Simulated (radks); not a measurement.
Coulomb parameter of the 5d shell of neutral rhenium in the model configuration [Xe] 4f14 5d5.5 6s1.5, as a second difference U = [E(n + 0.5) + E(n - 0.5) - 2 E(n)] / (0.5)^2 with all orbitals relaxed. "Bare": the charge of the atom changes with n. "Screened": the 6s shell takes up the change at fixed total charge, which measures U(5d,5d) + U(6s,6s) - 2 U(5d,6s). Method: scalar-relativistic Kohn-Sham, LDA (Slater exchange, Perdew-Wang correlation), spin-unpolarised, spherical densities, point nucleus; computed with a radial shooting solver on a logarithmic mesh with Libxc functionals.

case                   configuration  E - E(n) (eV)
start          [Xe] 4f14 5d5.5 6s1.5          0.000
bare +0.5        [Xe] 4f14 5d6 6s1.5         -1.451
bare -0.5        [Xe] 4f14 5d5 6s1.5          3.510
screened +0.5      [Xe] 4f14 5d6 6s1          0.573
screened -0.5      [Xe] 4f14 5d5 6s2         -0.389

U(bare) = 8.235 eV, U(screened by 6s) = 0.737 eV, against the Slater integral F0(5d,5d) = 12.620 eV with frozen orbitals. The step up makes a negative ion, whose loosely bound charge lowers the bare value.
